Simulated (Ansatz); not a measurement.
Molecule: sum formula AlO$_{3}$H$_{3}$, charge 0, multiplicity 1. 
Coordinates optimised at B3LYP-D3(BJ)/def2-TZVP (Ansatz, a first-principles code):
```xyz
7

O     -1.1117     1.2600     0.2047
Al     0.0000     0.0000     0.0000
O      1.6347     0.3487    -0.2675
O     -0.5230    -1.6087     0.0629
H     -0.8620     2.1846     0.1770
H      2.2992    -0.3308    -0.3888
H     -1.4371    -1.8538     0.2117
```

Basis-set convergence of Hartree-Fock and CCSD(T) correlation energies (hartree) with Ansatz. Cores are frozen in the correlated levels unless marked. Spin-orbit coupling is left out. No relativistic terms.

```
basis            functions       E(HF)  E(corr, CCSD(T))
---------------  ---------  ----------  ----------------
aug-cc-pV(D+d)Z        128  -468.48239          -0.70642
aug-cc-pV(T+d)Z        262  -468.55265          -0.85871
aug-cc-pV(Q+d)Z        467  -468.57102          -0.90958
```

Extrapolating the two largest sets (X = 3 and 4) as X^-3: E(corr) = (64·(-0.90958) - 27·(-0.85871))/37 = -0.9467 Eh, an estimate of the basis-set limit. The largest set recovers 96.1 % of it, the smallest 74.6 %.
